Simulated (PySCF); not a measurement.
From one molecule to another.

First species: trimethylphosphine sulfide, C3H9PS.
SMILES: `CP(C)(C)=S`

Second species: C5H9FO2.
SMILES: `COC[C@H](C)C(=O)F`

Levels: CAM-B3LYP/def2-SVPD for dipole moment, HOMO energy, LUMO energy, HOMO–LUMO gap, static isotropic polarisability and electronic spatial extent ⟨r²⟩ about the centre of nuclear charge; TDDFT CAM-B3LYP/def2-SVPD for lowest singlet excitation; TDA CAM-B3LYP/def2-SVPD for lowest triplet excitation (Tamm–Dancoff); GFN2-xTB for rotational constant A and rotational constant C. Geometries: GFN2-xTB. Each species is one conformer at its optimised geometry, gas phase, non-relativistic unless stated. Electronic properties by PySCF.

Dipoles, sizes and rotational constants follow the conformer. The torsions of the flexible species, by atom-mapped SMILES:
- `[CH3:1][O:2][CH2:3][C@H:4]([CH3:5])[C:6](=[O:7])[F:8]`: C1–O2–C3–C4 -174°, O2–C3–C4–C5 -170°, C3–C4–C6–O7 29°

| property | column X | column Y |
| --- | --- | --- |
| dipole moment | 3.75 D | 5.07 D |
| HOMO energy | -9.30 eV | -7.61 eV |
| LUMO energy | 0.69 eV | 0.88 eV |
| HOMO–LUMO gap | 9.99 eV | 8.49 eV |
| lowest singlet excitation | 6.11 eV | 6.00 eV |
| lowest triplet excitation (Tamm–Dancoff) | 5.54 eV | 5.59 eV |
| static isotropic polarisability | 68.8 au | 84.8 au |
| electronic spatial extent ⟨r²⟩ about the centre of nuclear charge | 1149 bohr² | 725 bohr² |
| rotational constant A | 3.082 GHz | 3.545 GHz |
| rotational constant C | 1.067 GHz | 2.322 GHz |

(1) Which column belongs to which species?

(2) How does each property change from the first species to the second?

Results:

(1) Column X is the second species and column Y the first. The first has 14 atoms and 58 electrons, the second 17 and 64.

(2) dipole moment -1.32 D; HOMO energy -1.69 eV; LUMO energy -0.19 eV; HOMO–LUMO gap +1.50 eV; lowest singlet excitation +0.11 eV; lowest triplet excitation (Tamm–Dancoff) -0.05 eV; static isotropic polarisability -16.0 au; electronic spatial extent ⟨r²⟩ about the centre of nuclear charge +424 bohr²; rotational constant A -0.463 GHz; rotational constant C -1.255 GHz.

On the first: No computed singlet falls in the visible range (750 to 380 nm, 1.65 to 3.26 eV); S1 lies 2.74 eV above its blue end. The polarisability is 12.56 Å³ as a volume (1 au = 0.148185 Å³), or 1.46 au for each of the 58 electrons.

On the second: S1 lies 3.88 eV below the HOMO–LUMO gap; its leading configuration is HOMO−1→LUMO, weight 0.86.
